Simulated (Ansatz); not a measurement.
def2 core potentials replace the inner electrons of Sb.

Z-matrix (Å, degrees):
```
C
H 1 1.1019
H 1 1.1031 2 107.21
C 1 1.5343 2 111.38 3 123.09
H 4 1.1039 1 110.36 2 57.99
H 4 1.1047 5 106.14 1 -117.51
C 4 1.5028 5 109.40 6 -118.48
C 7 1.3355 4 125.39 5 -5.81
H 8 1.0934 7 121.66 4 -179.13
H 8 1.0954 9 116.93 7 179.81
H 7 1.0983 8 119.05 9 -0.59
Sb 1 2.1871 2 108.82 3 -111.64
O 12 2.0068 1 94.81 2 -173.90
H 13 0.9701 12 110.35 1 -46.93
O 12 2.0091 13 98.23 14 42.51
H 15 0.9680 12 110.93 13 91.62
```
Charge 0, spin multiplicity 1.

Estimate the HOMO–LUMO gap, dipole moment, hole reorganisation energy (four-point), HOMO and adiabatic ionisation energy (no zero-point term) that PBE0-D3(BJ)/def2-TZVP // B3LYP-D3(BJ)/def2-SVP run with Ansatz (a quantum-chemistry and plane-wave program) returns for this input.


The HOMO–LUMO gap is 6.21 eV and the dipole moment is 1.24 D. The hole reorganisation energy (four-point) is 1.158 eV, the HOMO comes out as -7.07 eV and the adiabatic ionisation energy (no zero-point term) is 8.16 eV.
